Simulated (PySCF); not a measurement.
Spectra and structures to be paired. Method: TDDFT CAM-B3LYP/def2-SVPD, vertical, gas phase, core orbitals frozen in the response (PySCF 2.14.0, density-fitted response routines). Geometries: PBE0-D3(BJ)/def2-SVP; one conformer of each isolated species. Triplets are in the Tamm–Dancoff approximation.

A. `COC(OC(F)(F)F)=C(F)F`
B. `C=C/C=C\[S@@](C)=O`
C. `[Si-]#[S+]`

Lowest singlet levels (six at most, fewer where fewer were computed) with oscillator strengths:

1. 182 nm (f 0.028); 168 nm (f 0.286); 163 nm (f 0.004); 155 nm (f 0.003); 152 nm (f 0.028); 151 nm (f 0.032)
2. 303 nm (f 0.000); 283 nm (f 0.000 summed over 2 states); 274 nm (f 0.045 summed over 2 states); 198 nm (f 0.168); 163 nm (f 0.222 summed over 2 states); 155 nm (f 0.077); T1 3.31 eV
3. 274 nm (f 0.067); 217 nm (f 0.299); 215 nm (f 0.435); 206 nm (f 0.003); 200 nm (f 0.035); 188 nm (f 0.022); T1 3.07 eV

Question: Match each spectrum to its molecule.

Answer: 1 = A, 2 = C, 3 = B.
- A: S1 at 6.80 eV, HOMO→LUMO (77%), HOMO→LUMO+1 (11%); Löwdin shares by element: HOMO carbon 51% or more, oxygen 16% or more, fluorine 10% or more (atoms not listed hold the other 23%); LUMO carbon 47% or more, fluorine 7% or more (atoms not listed hold the other 45%); HOMO -8.95 and LUMO 0.87 eV.
- B: S1 at 4.53 eV, HOMO→LUMO (88%); Löwdin shares by element: HOMO oxygen 43%, sulfur 25%, carbon 15% or more (atoms not listed hold the other 17%); LUMO carbon 78% or more (atoms not listed hold the other 22%); HOMO -8.00 and LUMO -0.57 eV.
- C: S1 at 4.10 eV, HOMO-2/HOMO-1→LUMO/LUMO+1 (≥74%); Löwdin shares by element: HOMO silicon 59%, sulfur 41%; LUMO (one of a set within 0.03 eV) silicon 69%, sulfur 31%; HOMO -9.43 and LUMO -1.30 eV; point group C∞v, 3 of its 9 listed states under f = 0.0005.

A slash joins orbitals within 0.01 eV of each other, whose weights are summed (≥ marks a lower bound).
